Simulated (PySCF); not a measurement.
Trends in electronic spectra. Method used: PySCF 2.14.0, density-fitted response routines, TDDFT B3LYP/def2-SVPD, vertical, gas phase, core orbitals frozen in the response. Geometries: GFN2-xTB; one conformer of each isolated species. Triplets are in the Tamm–Dancoff approximation. 'Strongest' means the level of largest summed f among the lowest 8 singlets; it needn't be the same kind of state in each.

Task: Rank by computed energy of the strongest computed level, highest first.
A. `C([Si@@H](O)[SiH2]S)C=C`
B. `O=C([SiH3])CSC[SiH3]`
C. `C=C(C#N)[Si@](C)([SiH3])Cl`
D. `[Si](C#N)(C(C)=O)([SiH3])[SiH3]`

Result: A (6.24 eV), C (6.02 eV), D (5.83 eV), B (4.32 eV).

```json
{"SMILES": "C=CC[Si@@H](O)[SiH2]S", "strongest (eV)": "6.24", "S1 (eV)": "5.04", "HOMO (eV)": "-6.93", "f (strongest)": "0.26", "α (au)": "119.6", "S1 mainly": "H→L (97%)"}
{"SMILES": "C=C(C#N)[Si@](C)([SiH3])Cl", "strongest (eV)": "6.02", "S1 (eV)": "5.30", "HOMO (eV)": "-8.02", "f (strongest)": "0.14", "α (au)": "121.1", "S1 mainly": "H-1→L (55%)"}
{"SMILES": "CC(=O)[Si]([SiH3])([SiH3])C#N", "strongest (eV)": "5.83", "S1 (eV)": "3.49", "HOMO (eV)": "-7.07", "f (strongest)": "0.05", "α (au)": "130.6", "S1 mainly": "H→L (96%)"}
{"SMILES": "O=C([SiH3])CSC[SiH3]", "strongest (eV)": "4.32", "S1 (eV)": "3.45", "HOMO (eV)": "-6.64", "f (strongest)": "0.02", "α (au)": "115.7", "S1 mainly": "H→L (74%)"}
```

H and L stand for HOMO and LUMO.

- `C=CC[Si@@H](O)[SiH2]S`: Löwdin shares by element: HOMO sulfur 75%, silicon 11% or more, hydrogen 7% or more; LUMO silicon 42%, sulfur 15%, oxygen 6% (atoms not listed hold the other 37%).
- `C=C(C#N)[Si@](C)([SiH3])Cl`: Löwdin shares by element: HOMO carbon 38% or more, silicon 12% or more, nitrogen 11% (atoms not listed hold the other 40%); LUMO carbon 68% or more, nitrogen 12% (atoms not listed hold the other 19%).
- `CC(=O)[Si]([SiH3])([SiH3])C#N`: Löwdin shares by element: HOMO oxygen 49%, carbon 27% or more, silicon 12% or more; LUMO carbon 40% or more, oxygen 28%, silicon 11% or more (atoms not listed hold the other 22%).
- `O=C([SiH3])CSC[SiH3]`: Löwdin shares by element: HOMO sulfur 32%, oxygen 26%, carbon 20% or more (atoms not listed hold the other 22%); LUMO carbon 36% or more, oxygen 32%, silicon 8% or more, sulfur 8% (atoms not listed hold the other 16%).
